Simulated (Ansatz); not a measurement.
Isolated molecules relaxed with PBE0-D4/def2-TZVP in Ansatz; ΔE leaves out vibrations. CBS: MP2 limit from def2 TZ/QZ plus the TZ coupled-cluster correction, frozen cores. Functionals use def2-TZVPP. def2 core potentials past Kr. For Sn outer-core shells are correlated without core-valence functions, which leaves a few kJ/mol of doubt a bond. One conformer a species, not always the lowest.

Consider the cleavage of the B–Sn bond: `[BH2][SnH2][SiH2][SiH3]` + `OCF` → `BOCF` + `[SiH3][SiH2][SnH3]`.

`[BH2][SnH2][SiH2][SiH3]`:

Cartesian coordinates in Å:
```
B -1.106 -1.302 1.880
Sn -1.644 -0.724 -0.210
Si -0.075 1.212 -0.868
Si 2.142 0.587 -0.483
H -0.233 -2.091 2.083
H -1.635 -0.781 2.816
H -3.259 -0.191 -0.385
H -1.390 -1.984 -1.338
H -0.276 1.568 -2.300
H -0.402 2.409 -0.042
H 3.103 1.669 -0.828
H 2.473 -0.622 -1.285
H 2.302 0.249 0.959
```

`OCF`:

Cartesian coordinates in Å:
```
O 0.941 -0.198 -0.496
C -0.197 -0.112 0.261
F -1.326 -0.137 -0.535
H 1.062 0.624 -0.981
H -0.254 0.814 0.845
H -0.226 -0.991 0.907
```

`BOCF`:

Cartesian coordinates in Å:
```
B 0.135 0.740 1.123
O 0.101 0.697 -0.226
C -0.155 -0.488 -0.903
F 1.022 -0.987 -1.376
H -0.107 -0.252 1.755
H 0.399 1.791 1.622
H -0.599 -1.235 -0.237
H -0.796 -0.266 -1.758
```

`[SiH3][SiH2][SnH3]`:

Z-matrix (Å, degrees):
```
Si
Si 1 2.336
H 1 1.488 2 109.5
H 1 1.488 2 111.6 3 120.5
H 1 1.488 2 109.5 3 -119.0
Sn 2 2.562 1 110.5 3 59.6
H 2 1.489 1 110.0 3 -179.9
H 2 1.489 1 110.0 3 -61.0
H 6 1.708 2 110.3 1 -59.7
H 6 1.708 2 110.3 1 59.7
H 6 1.708 2 111.4 1 -180.0
```

```csv
level,ΔE (kJ/mol)
ωB97X-V,-147.1
revPBE,-136.3
BLYP,-149.9
MP2/def2-QZVPP,-141.1
```

(1) What does CCSD(T)/CBS give? (Estimate.)

Largest T1 diagnostic among the species: 0.014.

Results:

(1) Ansatz gave: -139.5 kJ/mol. The listed levels differ from it by -7.6, 3.2, -10.4, -1.6 kJ/mol.

At CCSD(T), def2-SVP lies −23.9 kJ/mol from the extrapolated value and def2-TZVPP −4.6 kJ/mol. In def2-TZVPP, CCSD(T) changes the Hartree–Fock value by +11.8 kJ/mol (the triples alone add +0.3 kJ/mol) and MP2 by +12.5 kJ/mol. Leaving LDA and LC-ωPBE aside and taking each functional with its dispersion term where it has one, the values, not all of them listed here, spread over 18.7 kJ/mol, from B97M-V to revPBE-D4. LDA lies −11.9 kJ/mol from PBE without D4.
